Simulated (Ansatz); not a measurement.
`FB(F)C1CO1` → B• + 2 C• + 2 F• + 3 H• + O•  (atomization)

Gas-phase electronic energies from Ansatz, PBE0-D4/def2-TZVP geometries. CCSD(T)/CBS adds triple-zeta CCSD(T) − MP2 to the extrapolated MP2 energy (def2 sets, frozen cores). This one scheme is used for every species, atoms too. DFT in def2-TZVPP. B3LYP here is the variant with VWN-RPA as its local correlation; programs differ in this. No spin–orbit coupling; open shells (•) take unrestricted orbitals. Spin–orbit coupling would lower the free atoms: a little for B, C, F, O. Each species was taken in one conformer, which may not be the lowest.

```csv
level,ΔE (kcal/mol)
PBE-D4,983.7
B3LYP-D4,945.6
ωB97X-V,950.4
B2PLYP,941.0
B3LYP,940.0
HF/def2-QZVPP,689.0
SCS-MP2/def2-QZVPP,955.6
MP2/CBS(def2),982.7
```

(1) What does CCSD(T)/CBS give? (Best estimate.)

Largest T1 diagnostic among the species: 0.014.

Results:

(1) Ansatz gave: +946.1 kcal/mol. The listed levels differ from it by 37.6, -0.5, 4.3, -5.1, -6.1, -257.1, 9.5, 36.6 kcal/mol.

In def2-TZVPP, CCSD(T) changes the Hartree–Fock value by +235.0 kcal/mol (the triples alone add +17.2 kcal/mol) and MP2 by +271.5 kcal/mol; breaking electron pairs costs correlation energy, which Hartree–Fock lacks. The D4 term adds +5.6 kcal/mol with B3LYP and +2.9 kcal/mol with PBE0; it sums over pairs of atoms, weighted by their polarisabilities, and B3LYP, whose exchange is more repulsive, gets the larger term.

For atomizations the MP2-based limit and the directly extrapolated one differ by several kJ/mol either way, and by 10 to 25 for some Ge, Se and Sn compounds, so smaller differences from it don't rank the levels.
